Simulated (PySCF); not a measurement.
A PySCF script (with the pyscf-properties extension) for the NMR shieldings of SMILES O=S(=O)(Cl)C1=CCCC1, C5H7ClO2S, on a GFN2-xTB geometry:

```python
import basis_set_exchange as bse
import numpy as np
from pyscf import gto, dft
from pyscf.prop import nmr

atoms = """
O     2.853322    0.947224   -1.208665
S     2.364296    0.130616   -0.146236
O     2.897991    0.289914    1.167261
Cl    2.715386   -1.814622   -0.683395
C     0.607969    0.122148   -0.110633
C    -0.167496    0.659827   -1.033644
C    -1.611102    0.426471   -0.712127
C    -1.587009   -0.151292    0.720081
C    -0.124016   -0.567457    0.985536
H     0.169732    1.180514   -1.911052
H    -2.196059    1.343333   -0.781025
H    -2.028699   -0.283844   -1.429764
H    -1.884893    0.618013    1.431174
H    -2.270353   -0.990003    0.827259
H     0.235446   -0.253708    1.965202
H     0.017886   -1.648190    0.908615
"""
names = dict.fromkeys(["O", "S", "Cl", "C", "H"], "pcSseg-1")
basis = {el: gto.basis.parse(bse.get_basis(n, elements=[el], fmt="nwchem")) for el, n in names.items()}
mol = gto.M(atom=atoms, basis=basis, charge=0, verbose=0)
mf = dft.RKS(mol, xc="PBE0")
mf.grids.level = 2
mf.grids.alignment = dft.numint.BLKSIZE   # the property module wants whole blocks of grid points
mf.conv_tol = 1e-9
mf.kernel()

calc = nmr.RKS(mf)   # GIAO
C = mf.mo_coeff
Co = C[:, mf.mo_occ > 0]
resp = mf.gen_response(singlet=True, hermi=2)
def vind(x):   # induced exchange potential for any number of trial vectors
    d = np.einsum("pi,xij,qj->xpq", C, 2 * x.reshape(-1, C.shape[1], Co.shape[1]), Co, optimize=True)
    return np.einsum("xpq,pi,qj->xij", resp(d - d.transpose(0, 2, 1)), C, Co, optimize=True).ravel()
mo1, _ = nmr.rhf.solve_mo1(calc, with_cphf=vind)
sigma = calc.kernel(mo1)
for i, s in enumerate(sigma):   # ppm
    print("%2d %-2s %9.2f" % (i, mol.atom_pure_symbol(i), np.trace(s) / 3))
```

**Question.** What does it print?

**Answer.** 
```
 0 O      45.36
 1 S     180.47
 2 O      34.11
 3 Cl    345.16
 4 C      30.85
 5 C      37.31
 6 C     149.67
 7 C     162.11
 8 C     153.23
 9 H      25.03
10 H      28.94
11 H      28.96
12 H      29.54
13 H      29.54
14 H      28.82
15 H      28.75
```

These numbers come from an equivalent density-fitted implementation of the same equations, which agrees with the script to about 0.01 ppm for H and up to a few tenths of a ppm for heavy atoms, so last digits may differ.

**Question.** Turn these shieldings into chemical shifts. Referencing at the same level of theory: $^{17}$O (336.08 ppm) vs H2O; CS2 for $^{33}$S (503.73 ppm); $^{35}$Cl (949.78 ppm) vs HCl; $^{13}$C (186.93 ppm) and $^{1}$H (31.72 ppm) against TMS.

**Answer.** Averaging equivalent atoms: O 0/2: 296.3; S 1: 323; Cl 3: 605; C 4: 156.1; C 5: 149.6; C 6: 37.3; C 8: 33.7; C 7: 24.8; H 9: 6.68; H 14/15: 2.93; H 10/11: 2.77; H 12/13: 2.18 ppm. Unscaled 17O shifts of doubly bonded oxygen tend to come out too high, by tens of ppm or more. Experimental scales use liquid or dissolved standards, which lie at an offset from isolated H2O (liquid H2O: subtract about 36 ppm).

Size and cost of the density-fitted run: 202 basis functions, of the order of 110 core-seconds.
